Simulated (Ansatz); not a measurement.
# Worked example: AuH + H2S2 → AuSH + H2S

Species: AuH, singlet; H2S2 `SS`, singlet; AuSH `[SH][Au]`, singlet; H2S (hydrogen sulfide) `S`, singlet. The partners trade H for SH: Au–H and S–SH bonds give way to Au–SH and S–H.

Shapes, held fixed at every level: PBE0-D4/def2-TZVP. Flexible molecules stand in one conformer, not always the lowest. Programs: Ansatz 0.2.0. The zero-point and thermal change to 298 K, harmonic and unscaled (PBE0-D4/def2-TZVP), is +1.3 kJ/mol.

At CCSD(T)/def2-TZVPP; 1 Eh = 2625.50 kJ/mol:

| species | energy (Eh) |
| --- | --- |
| AuH | -135.969692 |
| H2S2 | -796.662497 |
| AuSH | -533.729532 |
| H2S | -398.931115 |

Task: Work out ΔH(298 K) of the reaction at this level.

Result: 
1. Products less reactants: (-533.729532) + (-398.931115) − [(-135.969692) + (-796.662497)] = -0.028458 Eh = -74.7 kJ/mol.
2. With the thermal change: -74.7 + (+1.3) = -73.4 kJ/mol.

Other levels give -75.4 (MP2/def2-TZVPP) to -59.0 kJ/mol (PBE-D4/def2-TZVPP). No measured value is set beside it here. T1 is large for AuH, AuSH, so single-reference values are less sure there. For atoms past krypton def2 sets carry core potentials with scalar relativity. Correlated rows may include outer-core shells of Au, which these sets cover unevenly.
